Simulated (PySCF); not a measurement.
Species: C2H7NO2Si.
Structure used (PBE0-D3(BJ)/def2-SVP), in Å, numbered top down from 1:
```
atom  x, y, z in Å
C1    -2.3935   -0.1004    1.9400
O2    -1.4647    0.2552    0.9559
Si3   -0.0589   -0.5719    0.6396
N4     0.5894    0.3811   -0.6982
C5     1.7724   -0.0093   -1.2332
O6     2.3787   -0.9749   -0.8200
H7    -2.8025   -1.1153    1.7796
H8    -1.9578   -0.0645    2.9557
H9    -3.2336    0.6097    1.9085
H10    0.8521   -0.5482    1.8174
H11   -0.3474   -1.9722    0.2221
H12    0.1130    1.1949   -1.0719
H13    2.1423    0.6202   -2.0769
```

Computed with PBE0-D3(BJ)/def2-SVP geometry optimisation, gas phase in PySCF.

Take the most abundant isotopes and a rigid rotor. The values belong to one conformer with, in the numbering `[CH3:1][O:2][SiH2:3][NH:4][CH:5]=[O:6]`, C1–O2–Si3–N4 179°, O2–Si3–N4–C5 180°, Si3–N4–C5–O6 0°.

What are A, B and C (cm⁻¹)?

Ia = 43.67, Ib = 379.66, Ic = 414.05 u·Å²; 505379 MHz·u·Å²/I gives 11572, 1331 and 1221 MHz, that is A = 0.38601, B = 0.04440, C = 0.04071 cm⁻¹.

Classify the top.

A near-prolate asymmetric top; Ray's κ = -0.979.

What does the inertial defect say?

Not planar: Δ = Ic − Ia − Ib = -9.29 u·Å². For a rigid frame Δ = −2 Σ m c², so Σ m c² = 4.64 u·Å² lies off the ab plane, practically all of it from hydrogen. The atom farthest from that plane is 1.23 Å away.

Give the other two planar moments, Paa and Pbb, and the rms extents of the mass along the axes.

Paa = Σ m a² = (Ib + Ic − Ia)/2 = 375.02 and Pbb = Σ m b² = (Ia + Ic − Ib)/2 = 39.03 u·Å². With the mass M = 105.02 u, the rms extents √(P/M) along a, b and c are 1.89, 0.61, 0.21 Å.

Which lines would a microwave search look for?

The dipole components are |μa| = 2.43 D, |μb| = 2.14 D, |μc| = 0.00 D; the mirror of this Cs structure is the ab plane, so μc vanishes by symmetry (the 0.02 D computed is a residue) and there are no c-type lines. Intensities carry the squares of the components, which stand as 1.00 : 0.78 (a : b). Some lines, for components of 0.1 D or more:

| type | branch | J(Ka,Kc) | MHz | lower level (cm⁻¹) |
| --- | --- | --- | --- | --- |
| a | Q | 3(1,2) ← 3(1,3) | 663 | 0.843 |
| a | R | 2(1,2) ← 1(1,1) | 4993 | 0.427 |
| a | R | 2(0,2) ← 1(0,1) | 5103 | 0.085 |
| a | R | 2(1,1) ← 1(1,0) | 5214 | 0.430 |
| a | R | 3(1,3) ← 2(1,2) | 7489 | 0.593 |
| a | R | 3(0,3) ← 2(0,2) | 7652 | 0.255 |
| a | R | 3(2,2) ← 2(2,1) | 7655 | 1.629 |
| b | Q | 2(1,1) ← 2(0,2) | 10463 | 0.255 |
| b | R | 2(1,2) ← 1(0,1) | 15234 | 0.085 |
| b | Q | 2(2,0) ← 2(1,1) | 30724 | 0.604 |
| b | Q | 2(2,1) ← 2(1,2) | 31055 | 0.593 |
| b | Q | 3(2,2) ← 3(1,3) | 31221 | 0.843 |
| b | R | 2(2,1) ← 1(1,0) | 35937 | 0.430 |
| b | R | 2(2,0) ← 1(1,1) | 36049 | 0.427 |
| b | Q | 3(3,0) ← 3(2,1) | 51478 | 1.885 |
| b | Q | 3(3,1) ← 3(2,2) | 51482 | 1.884 |

Not checked by PBE0-D3(BJ)/def2-SVP frequencies. These are rigid-rotor constants of the computed structure; measured ground-state constants (B0) also hold zero-point vibration. A rigid rotor knows nothing of internal rotation, which can split or shift real lines. Quadrupole hyperfine structure (14N) is left out.
